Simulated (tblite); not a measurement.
Parent: `[SiH3:1][C@:2]12[CH:3]=[CH:4][C@H:5]1[CH:6]=[CH:7]2`, C6H8Si.

Structures optimised with GFN2-xTB, isolated species. One conformer each, not checked by frequencies here.

| coordinate of the parent | value |
| --- | --- |
| Si1–C2 | 1.883 Å |
| C2–C3 | 1.513 Å |
| C3=C4 | 1.329 Å |
| C4–C5 | 1.509 Å |
| C5–C6 | 1.509 Å |
| C6=C7 | 1.329 Å |
| C2–C5 | 1.567 Å |
| C2–C7 | 1.513 Å |
| Si1–C2–C3 | 120.3° |
| Si1–C2–C5 | 122.9° |
| Si1–C2–C7 | 120.3° |
| C3–C2–C5 | 85.4° |
| C3–C2–C7 | 112.6° |
| C5–C2–C7 | 85.4° |
| C2–C3–C4 | 94.5° |
| C3–C4–C5 | 94.6° |
| C4–C5–C6 | 114.3° |
| C2–C5–C4 | 85.6° |
| C2–C5–C6 | 85.6° |
| C5–C6–C7 | 94.6° |
| C2–C7–C6 | 94.5° |

Task: How does the shared frame change in `[N:1]#[C:2][CH2:3][C:4]1=[CH:5][C@@:6]2([SiH3:7])[CH:8]=[CH:9][C@@H:10]12` with C2–C3–C4–C5 117°, C8H9NSi? Atoms pair as Si1 = Si7, C2 = C6, C3 = C5, C4 = C4, C5 = C10, C6 = C9, C7 = C8 (parent first).

Result: 
| parent | relative | value in the relative | change |
| --- | --- | --- | --- |
| Si1–C2 | Si7–C6 | 1.886 Å | +0.003 |
| C2–C3 | C6–C5 | 1.513 Å | 0.000 |
| C3=C4 | C5=C4 | 1.331 Å | +0.002 |
| C4–C5 | C4–C10 | 1.511 Å | +0.002 |
| C5–C6 | C10–C9 | 1.509 Å | 0.000 |
| C6=C7 | C9=C8 | 1.329 Å | 0.000 |
| C2–C5 | C6–C10 | 1.568 Å | +0.001 |
| C2–C7 | C6–C8 | 1.513 Å | 0.000 |
| Si1–C2–C3 | Si7–C6–C5 | 120.0° | -0.3 |
| Si1–C2–C5 | Si7–C6–C10 | 122.5° | -0.4 |
| Si1–C2–C7 | Si7–C6–C8 | 120.8° | +0.5 |
| C3–C2–C5 | C5–C6–C10 | 85.6° | +0.2 |
| C3–C2–C7 | C5–C6–C8 | 112.6° | 0.0 |
| C5–C2–C7 | C10–C6–C8 | 85.3° | -0.1 |
| C2–C3–C4 | C6–C5–C4 | 94.2° | -0.3 |
| C3–C4–C5 | C5–C4–C10 | 94.7° | +0.1 |
| C4–C5–C6 | C4–C10–C9 | 114.1° | -0.2 |
| C2–C5–C4 | C6–C10–C4 | 85.4° | -0.2 |
| C2–C5–C6 | C6–C10–C9 | 85.6° | 0.0 |
| C5–C6–C7 | C10–C9–C8 | 94.6° | 0.0 |
| C2–C7–C6 | C6–C8–C9 | 94.5° | 0.0 |

No shared bond changes by more than 0.004 Å. Bonds of the relative outside the shared frame: N1≡C2 1.143, C2–C3 1.443, C3–C4 1.494 Å. Point group Cs → C1.

Task: How does the shared frame change in `[SiH3:1][S:2][C:3]1=[CH:4][C@@:5]2([SiH3:6])[CH:7]=[CH:8][C@@H:9]12` with Si1–S2–C3–C4 1°, C6H10SSi2? Atoms pair as Si1 = Si6, C2 = C5, C3 = C4, C4 = C3, C5 = C9, C6 = C8, C7 = C7 (parent first).

Result: 
```json
{"parent": "Si1–C2", "relative": "Si6–C5", "value in the relative": "1.884 Å", "change": "+0.001"}
{"parent": "C2–C3", "relative": "C5–C4", "value in the relative": "1.514 Å", "change": "+0.001"}
{"parent": "C3=C4", "relative": "C4=C3", "value in the relative": "1.335 Å", "change": "+0.006"}
{"parent": "C4–C5", "relative": "C3–C9", "value in the relative": "1.508 Å", "change": "-0.001"}
{"parent": "C5–C6", "relative": "C9–C8", "value in the relative": "1.507 Å", "change": "-0.002"}
{"parent": "C6=C7", "relative": "C8=C7", "value in the relative": "1.329 Å", "change": "0.000"}
{"parent": "C2–C5", "relative": "C5–C9", "value in the relative": "1.567 Å", "change": "0.000"}
{"parent": "C2–C7", "relative": "C5–C7", "value in the relative": "1.515 Å", "change": "+0.002"}
{"parent": "Si1–C2–C3", "relative": "Si6–C5–C4", "value in the relative": "119.7°", "change": "-0.6"}
{"parent": "Si1–C2–C5", "relative": "Si6–C5–C9", "value in the relative": "122.4°", "change": "-0.5"}
{"parent": "Si1–C2–C7", "relative": "Si6–C5–C7", "value in the relative": "120.8°", "change": "+0.5"}
{"parent": "C3–C2–C5", "relative": "C4–C5–C9", "value in the relative": "86.0°", "change": "+0.6"}
{"parent": "C3–C2–C7", "relative": "C4–C5–C7", "value in the relative": "112.8°", "change": "+0.2"}
{"parent": "C5–C2–C7", "relative": "C9–C5–C7", "value in the relative": "85.2°", "change": "-0.2"}
{"parent": "C2–C3–C4", "relative": "C5–C4–C3", "value in the relative": "93.7°", "change": "-0.8"}
{"parent": "C3–C4–C5", "relative": "C4–C3–C9", "value in the relative": "95.1°", "change": "+0.5"}
{"parent": "C4–C5–C6", "relative": "C3–C9–C8", "value in the relative": "114.2°", "change": "-0.1"}
{"parent": "C2–C5–C4", "relative": "C5–C9–C3", "value in the relative": "85.2°", "change": "-0.4"}
{"parent": "C2–C5–C6", "relative": "C5–C9–C8", "value in the relative": "85.7°", "change": "+0.1"}
{"parent": "C5–C6–C7", "relative": "C9–C8–C7", "value in the relative": "94.5°", "change": "-0.1"}
{"parent": "C2–C7–C6", "relative": "C5–C7–C8", "value in the relative": "94.5°", "change": "0.0"}
```

Of the parent's bonds, C3–C4 changes most (+0.006 Å). Bonds of the relative outside the shared frame: Si1–S2 2.150, S2–C3 1.744 Å. Point group Cs → C1.

Task: How does the shared frame change in `[CH3:1][O:2][CH2:3][C:4]1=[CH:5][C@@:6]2([SiH3:7])[CH:8]=[CH:9][C@@H:10]12` with C1–O2–C3–C4 -179°, O2–C3–C4–C5 125°, C8H12OSi? Atoms pair as Si1 = Si7, C2 = C6, C3 = C5, C4 = C4, C5 = C10, C6 = C9, C7 = C8 (parent first).

Result: 
```
   parent    relative  value in the relative  change
   Si1–C2      Si7–C6                1.883 Å   0.000
    C2–C3       C6–C5                1.513 Å   0.000
    C3=C4       C5=C4                1.332 Å  +0.003
    C4–C5      C4–C10                1.512 Å  +0.003
    C5–C6      C10–C9                1.507 Å  -0.002
    C6=C7       C9=C8                1.329 Å   0.000
    C2–C5      C6–C10                1.567 Å   0.000
    C2–C7       C6–C8                1.513 Å   0.000
Si1–C2–C3   Si7–C6–C5                 119.7°    -0.6
Si1–C2–C5  Si7–C6–C10                 122.2°    -0.7
Si1–C2–C7   Si7–C6–C8                 121.0°    +0.7
 C3–C2–C5   C5–C6–C10                  85.5°    +0.1
 C3–C2–C7    C5–C6–C8                 112.8°    +0.2
 C5–C2–C7   C10–C6–C8                  85.4°     0.0
 C2–C3–C4    C6–C5–C4                  94.4°    -0.1
 C3–C4–C5   C5–C4–C10                  94.5°    -0.1
 C4–C5–C6   C4–C10–C9                 114.3°     0.0
 C2–C5–C4   C6–C10–C4                  85.5°    -0.1
 C2–C5–C6   C6–C10–C9                  85.6°     0.0
 C5–C6–C7   C10–C9–C8                  94.6°     0.0
 C2–C7–C6    C6–C8–C9                  94.4°    -0.1
```

No shared bond changes by more than 0.004 Å. Bonds of the relative outside the shared frame: C1–O2 1.401, O2–C3 1.414, C3–C4 1.486 Å. Point group Cs → C1.

The numbers are calculated, not measured.
